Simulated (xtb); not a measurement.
Al(H)(NHMe)2 (C₂H₉AlN₂), SMILES C[NH][AlH][NH]C. All values are semi-empirical tight-binding results from xtb (GFN2-xTB unless named), good for trends rather than for accurate numbers. Geometry: GFN2-xTB. The structure was generated by enumeration; whether it is a known compound was not checked. One conformer was computed; it need not be the lowest.

For metal compounds this method's bond lengths and energies can be far off.

Computed properties:
The orbital gap comes out as 4.03 eV. The zero-point energy is 69.2 kcal/mol and the G − E(el) at 298.15 K (modified RRHO) comes out as 48.3 kcal/mol.
